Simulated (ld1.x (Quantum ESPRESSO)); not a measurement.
# Before and after: TM potential for carbon

- Element: carbon (C)
- Generator: ld1.x (Quantum ESPRESSO) 7.5
- Type: norm-conserving Troullier–Martins (Kleinman–Bylander form)
- Functional: LDA (PZ)
- Relativity: non-relativistic
- Frozen core: [He]
- Valence charge: 4
- Reference configuration: 2s2 2p2
- Partial waves: 2p (bound): rc 2.05 bohr; 2s (bound): rc 1.10 bohr
- Local potential: the s channel
- Core correction: a·sin(br)/r model core inside 0.50 bohr

Change: functional PBE.

Cutoffs: the cutoffs (Ry, on a coarse ladder) from which the occupation-weighted sum of valence levels, in a spherical-Bessel basis at the reference potential, stays within 10 and 1 mRy of its value at 400 Ry; they do not see the model core or the augmentation charge, which bear on the density cutoff. Errors are all-electron minus pseudo energies relative to the spin-unpolarised reference configuration.

**Question.** How do hardness, ghosts and transferability respond?

**Answer.** The potential gets neither clearly harder nor softer (35 Ry and 90 Ry → 35 Ry and 90 Ry); the number of tests with a reliable result goes from 9 to 7; of the 7 tests that both files solve, the error grows in 1 and shrinks in 2 by more than 15 % and 0.3 meV (median size 24.4 → 27.9 meV); neither file shows a bound ghost.

```csv
quantity,base,changed
"cutoff, loose",35 Ry,35 Ry
"cutoff, tight",90 Ry,90 Ry
bound ghosts,none,none
"error for 2s2 2p1, meV [ΔE 10.99 → 10.87 eV]",+28,+28
"error for 2s2 2p0, meV [ΔE 35.25 → 35.02 eV]",+278,+291
"error for 2s1 2p0, meV [ΔE 83.20 → 83.20 eV]",+570,+605
"error for 2s0 2p4, meV [ΔE 16.49 → 16.94 eV]",+18,-8.7
"error for 2s2 2p2.3, meV [ΔE -1.20 → -1.16 eV]",+0.3,+0.3
"error for 2s1 2p2, meV [ΔE 19.47 → 19.60 eV]",-24,-31
"error for 2s1 2p3, meV [ΔE 8.23 → 8.46 eV]",+4.0,-2.2
s: phases at 2.26 bohr within 0.05 rad from the reference energy up to (Ry; the scan ends near 5),2.6,2.6
p: phases at 2.26 bohr within 0.05 rad from the reference energy up to (Ry; the scan ends near 5),2.0,2.0
```
